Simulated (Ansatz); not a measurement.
Input and output for F2H4N2Zr, SMILES `[NH2][Zr]([NH2])([F])[F]`.

```yaml
crystal:
  periodic: [false, false, false]
  atoms:
    - {symbol: N, position_ang: [-1.405725, 0.821779, -0.376256]}
    - {symbol: Zr, position_ang: [0.463667, 0.076371, -0.535112]}
    - {symbol: N, position_ang: [0.737754, -0.934564, 1.221373]}
    - {symbol: F, position_ang: [0.492281, -1.148151, -2.052082]}
    - {symbol: F, position_ang: [1.698937, 1.446717, -0.717521]}
    - {symbol: H, position_ang: [-2.061704, 0.736565, 0.370812]}
    - {symbol: H, position_ang: [-1.805687, 1.403950, -1.093631]}
    - {symbol: H, position_ang: [0.631141, -1.902204, 1.350177]}
    - {symbol: H, position_ang: [1.224754, -0.538886, 2.027664]}
basis:
  gaussian: {orbitals: def2-TZVPP, final_grid: {core_spheres: 20, valence_spheres: 16, degree: 47}}
hamiltonian: {xc: {name: B2GP-PLYP}}
output: {forces: true}
```

```sh
$ ansatz run in.yaml --threads 4 --pin off --events-out ev --progress --plain --max-ram 10444MiB
```

Output, abridged:

```
Functional definition: B2GP-PLYP
1474 factors; integrals over basis functions are off by at most 9.8e-4 eV
mean field evaluation 1: about -9734.2235 eV, gradient 8.4e1 eV
mean field evaluation 2: about -9734.2914 eV, gradient 8.4e1 eV
mean field evaluation 4: about -9746.4017 eV, gradient 7.1e0 eV
mean field evaluation 8: about -9746.5475 eV, gradient 8.6e-1 eV
mean field evaluation 16: about -9746.5489 eV, gradient 3.1e-4 eV
mean field -9746.54890522 eV, -358.1790658186 hartree, gradient 4.8e-6 eV, S^2 0.000000; 0 other end points of the search recorded, 0 dependent functions left out
4 core orbitals not correlated: weight in the atoms' cores, before any rotation towards them, 1.000 or more for the frozen orbitals, at most 0.000 for the correlated occupied ones
reference -9746.54905848 eV, -358.1790714509 hartree; 20, 20 occupied and 212, 212 virtual orbitals, 1474 factors
second order -40.12408980 eV of doubles, -0.00000000 eV of singles
Total energy: -9760.99373081 eV, -358.7099033680 hartree
Atom 0 at    -1.405725     0.821779    -0.376256 Å, force     0.067275     0.261664    -0.318047 eV/Å
Atom 1 at     0.463667     0.076371    -0.535112 Å, force    -1.056663    -2.217387     0.089354 eV/Å
Atom 2 at     0.737754    -0.934564     1.221373 Å, force     0.547193     1.683558    -0.066595 eV/Å
Atom 3 at     0.492281    -1.148151    -2.052082 Å, force     0.062513     0.368476     0.387118 eV/Å
Atom 4 at     1.698937     1.446717    -0.717521 Å, force     1.220928     1.434585    -0.204161 eV/Å
Atom 5 at    -2.061704     0.736565     0.370812 Å, force    -0.256348    -0.069710     0.334555 eV/Å
Atom 6 at    -1.805687     1.403950    -1.093631 Å, force    -0.133795     0.108106    -0.094117 eV/Å
Atom 7 at     0.631141    -1.902204     1.350177 Å, force    -0.176530    -1.303177     0.246100 eV/Å
Atom 8 at     1.224754    -0.538886     2.027664 Å, force    -0.274572    -0.266115    -0.374206 eV/Å
Dipole moment:    -0.201275     0.034476     0.442368 e Å
```

Hardware: 4 threads of an Arm Neoverse V2 on a shared host. Wall time 20 s, peak host memory 0.79 GiB.
